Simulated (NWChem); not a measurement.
All runs are NWChem calculations. System: H$_{6}$B$_{2}$, charge 0, spin multiplicity 1, at a geometry optimised with B3LYP/def2-SVP. The structure started from a generated list of species. Level: PBE/cc-pVTZ.

Job file:

```
start mol
memory heap 200 mb stack 900 mb global 1100 mb
geometry units angstroms nocenter noautoz
  B      0.000000     0.000000     0.888533
  B      0.000000     0.000000    -0.888533
  H      0.000000    -0.988328     0.000000
  H      1.049361     0.000000     1.473478
  H     -1.049361     0.000000     1.473478
  H      0.000000     0.988328     0.000000
  H      1.049361     0.000000    -1.473478
  H     -1.049361     0.000000    -1.473478
  symmetry group D2h
end
basis spherical
  * library cc-pvtz
end
dft
  xc xpbe96 cpbe96
  semidirect memsize 60000000 filesize 0
  iterations 100
end
task dft energy
```

NWChem printed:

```
             Northwest Computational Chemistry Package (NWChem) 7.3.0
             --------------------------------------------------------

                                NWChem Input Module
                                -------------------

 Scaling coordinates for geometry "geometry" by  1.889725989
 (inverse scale =  0.529177249)

 Turning off AUTOSYM since
 SYMMETRY directive was detected!

                             Geometry "geometry" -> ""
                             -------------------------

 Output coordinates in angstroms (scale by  1.889725989 to convert to a.u.)

  No.       Tag          Charge          X              Y              Z
 ---- ---------------- ---------- -------------- -------------- --------------
    1 B                    5.0000     0.00000000     0.00000000     0.88853300
    2 B                    5.0000     0.00000000     0.00000000    -0.88853300
    3 H                    1.0000     0.00000000    -0.98832800     0.00000000
    4 H                    1.0000     1.04936100     0.00000000     1.47347800
    5 H                    1.0000    -1.04936100     0.00000000     1.47347800
    6 H                    1.0000     0.00000000     0.98832800     0.00000000
    7 H                    1.0000     1.04936100     0.00000000    -1.47347800
    8 H                    1.0000    -1.04936100     0.00000000    -1.47347800

 Effective nuclear repulsion energy (a.u.)      31.7896694091

            Nuclear Dipole moment (a.u.)
            ----------------------------
        X                 Y               Z
 ---------------- ---------------- ----------------
     0.0000000000     0.0000000000     0.0000000000

      Symmetry information
      --------------------

 Group name             D2h
 Group number             26
 Group order               8
 No. of unique centers     3

      Symmetry unique atoms

     1    3    4


 Summary of "ao basis" -> "" (spherical)
 ------------------------------------------------------------------------------
       Tag                 Description            Shells   Functions and Types
 ---------------- ------------------------------  ------  ---------------------
 *                          cc-pvtz                   on all atoms

  pbe96 is a nonlocal functional; adding pw91lda local functional.

                                 NWChem DFT Module
                                 -----------------

 Summary of "ao basis" -> "ao basis" (spherical)
 ------------------------------------------------------------------------------
       Tag                 Description            Shells   Functions and Types
 ---------------- ------------------------------  ------  ---------------------
 B                          cc-pvtz                 10       30   4s3p2d1f
 H                          cc-pvtz                  6       14   3s2p1d

 Summary of "ao basis" -> "ao basis" (spherical)
 ------------------------------------------------------------------------------
       Tag                 Description            Shells   Functions and Types
 ---------------- ------------------------------  ------  ---------------------
 B                          cc-pvtz                 10       30   4s3p2d1f
 H                          cc-pvtz                  6       14   3s2p1d

      Symmetry analysis of basis
      --------------------------

        ag         30
        au          8
        b1g        10
        b1u        26
        b2g        18
        b2u        18
        b3g        14
        b3u        20

            General Information
            -------------------
          SCF calculation type: DFT
          Wavefunction type:  closed shell.
          No. of atoms     :     8
          No. of electrons :    16
           Alpha electrons :     8
            Beta electrons :     8
          Charge           :     0
          Spin multiplicity:     1
          Use of symmetry is: on ; symmetry adaption is: on
          Maximum number of iterations: 100
          AO basis - number of functions:   144
                     number of shells:    56
          Convergence on energy requested:  1.00D-06
          Convergence on density requested:  1.00D-05
          Convergence on gradient requested:  5.00D-04

              XC Information
              --------------
          PerdewBurkeErnzerhof Exchange Functional  1.000
            Perdew 1991 LDA Correlation Functional  1.000 local
           PerdewBurkeErnz. Correlation Functional  1.000 non-local

             Grid Information
             ----------------
          Grid used for XC integration:  medium
          Radial quadrature: Mura-Knowles
          Angular quadrature: Lebedev.
          Tag              B.-S. Rad. Rad. Pts. Rad. Cut. Ang. Pts.
          ---              ---------- --------- --------- ---------
          B                   0.85       49           9.0       434
          H                   0.35       45          11.0       434
          Grid pruning is: on
          Number of quadrature shells:   139
          Spatial weights used:  Erf1

          Convergence Information
          -----------------------
          Convergence aids based upon iterative change in
          total energy or number of iterations.
          Levelshifting, if invoked, occurs when the
          HOMO/LUMO gap drops below (HL_TOL):  1.00D-02
          DIIS, if invoked, will attempt to extrapolate
          using up to (NFOCK): 10 stored Fock matrices.

                    Damping( 0%)  Levelshifting(0.5)       DIIS
                  --------------- ------------------- ---------------
          dE  on:    start            ASAP                start
          dE off:    2 iters        100 iters           100 iters

      Screening Tolerance Information
      -------------------------------
          Density screening/tol_rho:  1.00D-10
          AO Gaussian exp screening on grid/accAOfunc:  14
          CD Gaussian exp screening on grid/accCDfunc:  20
          XC Gaussian exp screening on grid/accXCfunc:  20
          Schwarz screening/accCoul:  1.00D-08

      Superposition of Atomic Density Guess
      -------------------------------------

 Sum of atomic energies:         -52.06779932

      Non-variational initial energy
      ------------------------------

 Total energy =     -53.293296
 1-e energy   =    -129.997908
 2-e energy   =      44.914943
 HOMO         =      -0.381872
 LUMO         =      -0.006053

      Symmetry analysis of molecular orbitals - initial
      -------------------------------------------------

  Numbering of irreducible representations:

     1 ag          2 au          3 b1g         4 b1u         5 b2g
     6 b2u         7 b3g         8 b3u

  Orbital symmetries:

     1 ag          2 b1u         3 ag          4 b1u         5 b2u
     6 b3u         7 ag          8 b2g         9 b3g        10 ag
    11 b1u        12 ag         13 b2u        14 b3u        15 b1u
    16 ag         17 b3u        18 b2g

------------------------------------------------------------
EAF file 0: "./mol.aoints.0" size=524288 bytes
------------------------------------------------------------
               write      read    awrite     aread      wait
               -----      ----    ------     -----      ----
     calls:        1         0         0         0         0
   data(b): 5.24e+05  0.00e+00  0.00e+00  0.00e+00
   time(s): 0.00e+00  0.00e+00  0.00e+00  0.00e+00  0.00e+00
rate(mb/s): 0.00e+00  0.00e+00
------------------------------------------------------------

   convergence    iter        energy       DeltaE   RMS-Dens  Diis-err    time
 ---------------- ----- ----------------- --------- --------- ---------  ------
 d= 0,ls=0.0,diis     1    -53.1597536420 -8.49D+01  3.75D-03  2.42D-01     2.2
 d= 0,ls=0.0,diis     2    -53.1811555586 -2.14D-02  1.14D-03  3.27D-02     2.6
 d= 0,ls=0.0,diis     3    -53.1836507827 -2.50D-03  4.91D-04  1.92D-02     3.0
 d= 0,ls=0.0,diis     4    -53.1868704605 -3.22D-03  1.84D-05  9.11D-06     3.5
 d= 0,ls=0.0,diis     5    -53.1868718593 -1.40D-06  2.81D-06  2.70D-07     3.8
 d= 0,ls=0.0,diis     6    -53.1868719040 -4.46D-08  3.22D-07  6.20D-09     4.2

         Total DFT energy =      -53.186871903961
      One electron energy =     -131.814212305535
           Coulomb energy =       57.030837275008
    Exchange-Corr. energy =      -10.193166282518
 Nuclear repulsion energy =       31.789669409083

 Numeric. integr. density =       16.000002235084

     Total iterative time =      3.6s

                  Occupations of the irreducible representations
                  ----------------------------------------------

                     irrep           alpha         beta
                     --------     --------     --------
                     ag                3.0          3.0
                     au                0.0          0.0
                     b1g               0.0          0.0
                     b1u               2.0          2.0
                     b2g               1.0          1.0
                     b2u               1.0          1.0
                     b3g               0.0          0.0
                     b3u               1.0          1.0

                       DFT Final Molecular Orbital Analysis
                       ------------------------------------

 Vector    6  Occ=2.000000D+00  E=-3.438371D-01  Symmetry=b3u
              MO Center=  1.2D-14,  4.9D-16, -2.9D-14, r^2= 2.8D+00
   Bfn.  Coefficient  Atom+Function         Bfn.  Coefficient  Atom+Function
  ----- ------------  ---------------      ----- ------------  ---------------
     8      0.202303  1 B  px                38      0.202303  2 B  px
     5      0.176889  1 B  px                35      0.176889  2 B  px
    76      0.126134  4 H  s                 90     -0.126134  5 H  s
   118      0.126134  7 H  s                132     -0.126134  8 H  s
    75      0.096466  4 H  s                 89     -0.096466  5 H  s

 Vector    7  Occ=2.000000D+00  E=-3.322661D-01  Symmetry=ag
              MO Center= -1.2D-14, -2.6D-16, -6.0D-16, r^2= 3.1D+00
   Bfn.  Coefficient  Atom+Function         Bfn.  Coefficient  Atom+Function
  ----- ------------  ---------------      ----- ------------  ---------------
    10      0.186916  1 B  pz                40     -0.186916  2 B  pz
     7      0.181164  1 B  pz                37     -0.181164  2 B  pz
    76      0.123491  4 H  s                 90      0.123491  5 H  s
   118      0.123491  7 H  s                132      0.123491  8 H  s
    62     -0.089585  3 H  s                 75      0.089161  4 H  s

 Vector    8  Occ=2.000000D+00  E=-2.877000D-01  Symmetry=b2g
              MO Center= -4.8D-17,  1.4D-19,  2.9D-14, r^2= 3.3D+00
   Bfn.  Coefficient  Atom+Function         Bfn.  Coefficient  Atom+Function
  ----- ------------  ---------------      ----- ------------  ---------------
     8      0.195088  1 B  px                38     -0.195088  2 B  px
     5      0.173128  1 B  px                35     -0.173128  2 B  px
    76      0.158928  4 H  s                 90     -0.158928  5 H  s
   118     -0.158928  7 H  s                132      0.158928  8 H  s
    75      0.112797  4 H  s                 89     -0.112797  5 H  s

 Vector    9  Occ=0.000000D+00  E=-7.508837D-02  Symmetry=b3g
              MO Center= -8.0D-16, -2.6D-15,  5.6D-16, r^2= 3.1D+00
   Bfn.  Coefficient  Atom+Function         Bfn.  Coefficient  Atom+Function
  ----- ------------  ---------------      ----- ------------  ---------------
    12      0.472643  1 B  py                42     -0.472643  2 B  py
     9      0.319347  1 B  py                39     -0.319347  2 B  py
     6      0.236349  1 B  py                36     -0.236349  2 B  py
    69     -0.039316  3 H  pz               111      0.039316  6 H  pz

 Vector   10  Occ=0.000000D+00  E= 2.027413D-02  Symmetry=ag
              MO Center= -2.4D-16,  9.2D-16, -6.8D-16, r^2= 4.3D+00
   Bfn.  Coefficient  Atom+Function         Bfn.  Coefficient  Atom+Function
  ----- ------------  ---------------      ----- ------------  ---------------
    63      1.957025  3 H  s                105      1.957025  6 H  s
     4     -1.225172  1 B  s                 34     -1.225172  2 B  s
    13      0.703686  1 B  pz                43     -0.703686  2 B  pz
    10      0.254450  1 B  pz                40     -0.254450  2 B  pz
    62      0.198940  3 H  s                104      0.198940  6 H  s

 Vector   11  Occ=0.000000D+00  E= 5.916253D-02  Symmetry=b1u
              MO Center=  7.6D-17, -4.0D-17, -2.0D-15, r^2= 8.6D+00
   Bfn.  Coefficient  Atom+Function         Bfn.  Coefficient  Atom+Function
  ----- ------------  ---------------      ----- ------------  ---------------
     4      4.168269  1 B  s                 34     -4.168269  2 B  s
    13     -1.960622  1 B  pz                43     -1.960622  2 B  pz
    77     -0.480997  4 H  s                 91     -0.480997  5 H  s
   119      0.480997  7 H  s                133      0.480997  8 H  s
    10     -0.328700  1 B  pz                40     -0.328700  2 B  pz

 center of mass
 --------------
 x =   0.00000000 y =   0.00000000 z =   0.00000000

 moments of inertia (a.u.)
 ------------------
         100.364324970616           0.000000000000           0.000000000000
           0.000000000000         109.185671683834           0.000000000000
           0.000000000000           0.000000000000          22.883278564855

     Multipole analysis of the density
     ---------------------------------

     L   x y z        total         alpha         beta         nuclear
     -   - - -        -----         -----         ----         -------
     0   0 0 0      0.000000     -8.000000     -8.000000     16.000000

     1   1 0 0     -0.000000     -0.000000     -0.000000      0.000000
     1   0 1 0     -0.000000     -0.000000     -0.000000      0.000000
     1   0 0 1      0.000000      0.000000      0.000000      0.000000

     2   2 0 0    -13.401114    -14.565173    -14.565173     15.729231
     2   1 1 0      0.000000      0.000000      0.000000      0.000000
     2   1 0 1     -0.000000     -0.000000     -0.000000      0.000000
     2   0 2 0    -11.151888     -9.064132     -9.064132      6.976376
     2   0 1 1      0.000000      0.000000      0.000000      0.000000
     2   0 0 2    -14.135385    -36.670849    -36.670849     59.206313

 Task  times  cpu:        4.2s     wall:        4.2s

 Total times  cpu:        4.2s     wall:        4.2s
```
